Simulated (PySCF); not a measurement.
Potential energy of TmBr along the bond

Set-up: PySCF, spin-free X2C with a Gaussian nucleus, basis sets Tm x2c-SVPall, Br x2c-SVPall. Energies in eV from Tm (4f13 6s2) + Br in their ground configurations at the same level. All curves are PBE0. state 1: triplet, about 12.9 electrons in the 4f shell (Mulliken), real f orbitals that mix terms; state 2: Ms = 0 determinant of mixed spin, about 13.0 electrons in the 4f shell (Mulliken), real f orbitals that mix terms, a second solution, started from another occupation; state 3: triplet, about 12.0 electrons in the 4f shell (Mulliken), real f orbitals that mix terms, a second solution, started from another occupation.

```csv
R (Å),state 1,state 2,state 3
2.277,-2.769,-2.683,-1.851
2.383,-3.240,-3.175,-2.240
2.489,-3.493,-3.443,-2.401
2.569,-3.580,-3.538,-2.419
2.648,-3.602,-3.566,-2.374
2.727,-3.576,-3.544,-2.283
2.833,-3.486,-3.457,-2.113
2.966,-3.316,-3.288,-1.854
3.125,-3.062,-3.036,-1.515
3.337,-2.692,-2.666,
```

Question: Put a parabola through the three lowest points of the state 1 curve and estimate Re, k and ωe (reduced mass 53.79 u; 1 eV/Å² = 0.16022 mdyn/Å; ωe = 1302.8·√(k/μ) cm⁻¹).

Answer: Through R = 2.569, 2.648, 2.727 Å the second-order coefficient is 3.85 eV/Å², so Re ≈ 2.645 Å, k ≈ 1.23 mdyn/Å and ωe ≈ 197 cm⁻¹. A polynomial fit of higher order to the unrounded PBE0 energies gives Re = 2.641 Å, k = 1.26 mdyn/Å, ωe = 199 cm⁻¹; anharmonicity and rounding make the difference.

The higher-order fit for each curve: state 1: Re = 2.641 Å, ωe = 199 cm⁻¹, De = 3.60 eV; state 2: Re = 2.649 Å, ωe = 200 cm⁻¹, minimum 3.57 eV below the ground-state fragments; state 3: Re = 2.548 Å, ωe = 233 cm⁻¹, minimum 2.42 eV below the ground-state fragments.

Spin–orbit coupling is left out, which matters for elements this heavy, above all for dissociation energies. The state is the lowest single determinant that the PBE0 search found; with open d or f shells the true ground state can be another one.
